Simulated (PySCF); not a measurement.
Compound: Br₂.
SMILES: `BrBr`

Level of theory: B3LYP/6-31G* geometry optimisation, gas phase (PySCF).

Masses are those of the commonest isotopes; rigid-rotor values at the optimised geometry. 

Task: What are the moment of inertia and the rotational constant?

Result: I = 213.631 u·Å², B = 505379 MHz·u·Å²/I = 2366 MHz (0.0789 cm⁻¹, or 0.114 K as hB/k). For two atoms I = μr² with μ = 39.4592 u and r = 2.3268 Å.

Task: List the first levels of a rigid rotor in a Σ state.

Result: E(J) = BJ(J+1): J = 1: 0.158, J = 2: 0.473, J = 3: 0.947, J = 4: 1.578, J = 5: 2.367, J = 6: 3.314 cm⁻¹.

Task: Has it a pure rotational spectrum?

Result: Not by electric dipole: D∞h allows no dipole (computed 0.00 D). Rotational Raman lines (ΔJ = 2) lie at B(4J + 6), spaced by 4B = 0.316 cm⁻¹, with nuclear-spin weights that differ between even and odd J.

Task: Estimate the classical rotational partition function at 10 K, 25 K and 100 K.

Result: Point group D∞h, symmetry number σ = 2; q = kT/(σhB), k/h = 20836.6 MHz/K: 44.0 at 10 K, 110 at 25 K, 440 at 100 K.

B3LYP/6-31G* frequencies: not computed here. These are rigid-rotor constants of the computed structure; measured ground-state constants (B0) also hold zero-point vibration.
